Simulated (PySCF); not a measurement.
**Question.** What does the PBE0-D3(BJ)/def2-SVP structure of [ZrF6]2-, `[F][Zr-2]([F])([F])([F])([F])[F]` look like in three dimensions? (Charge -2 and singlet state.)

**Answer.** 
```
atom  x, y, z in Å
Zr1    0.0001    0.0000    0.0001
F2    -0.0232   -0.0120    2.0219
F3     0.0230    0.0119   -2.0217
F4     2.0219    0.0067    0.0221
F5    -2.0217   -0.0067   -0.0223
F6    -0.0068    2.0219    0.0120
F7     0.0067   -2.0218   -0.0121
```

Orientation and origin are arbitrary. Atoms count from 1 in this order. Zr1 (zirconium bonded to 6 F) is octahedral (the three widest angles are 180.0°, 180.0° and 180.0°, the others run from 90.0° to 90.0°). All 6 F–Zr bonds measure 2.022 Å.

Bonds between heavy atoms (Å): Zr1–F2 2.022, Zr1–F3 2.022, Zr1–F4 2.022, Zr1–F5 2.022, Zr1–F6 2.022, Zr1–F7 2.022.

Computed, not measured: PBE0-D3(BJ)/def2-SVP geometry optimisation, gas phase, def2 core potentials past Kr in PySCF 2.14.0.

Point group: Oh (every atom within 0.08 Å of its image). Stationary, but not proved a minimum. Whether so highly charged an anion holds all its electrons in the gas phase wasn't checked; a finite basis holds them in any case. The ion is multiply charged and computed without counter-ions or solvent. The geometry's basis has no diffuse functions, a weakness for an anion.
